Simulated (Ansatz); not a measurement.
System: sum formula SiBrCl2 (charge 0, doublet). It need not be the lowest isomer of its formula. 
Coordinates optimised at B3LYP-D3(BJ)/def2-TZVP (Ansatz, a program for electronic structure):
SMILES: Cl[Si](Cl)Br
```xyz
4

Si    -0.6202     0.0702     0.4459
Cl    -1.6862    -1.3006    -0.6614
Cl    -1.0266     1.9626    -0.2579
Br     1.5658    -0.3497     0.2682
```
Charge 0, spin multiplicity 2.

Basis-set convergence of Hartree-Fock and CCSD correlation energies (hartree) with Ansatz. Correlated levels leave the core frozen unless marked. Open shells are spin-unrestricted. Spin-orbit coupling is left out. Frozen are the shells of the preceding noble gas and the d and f shells that filled before the atom's block. Non-relativistic.

```
basis       functions        E(HF)  E(corr, CCSD)
----------  ---------  -----------  -------------
def2-SVP           86  -3779.76275       -0.49167
def2-TZVPP        174  -3780.50355       -0.67441
def2-QZVPP        299  -3780.58724       -0.73626
```

Extrapolating the two largest sets (X = 3 and 4) as X^-3: E(corr) = (64·(-0.73626) - 27·(-0.67441))/37 = -0.7814 Eh, an estimate of the basis-set limit. The largest set recovers 94.2 % of it, the smallest 62.9 %.
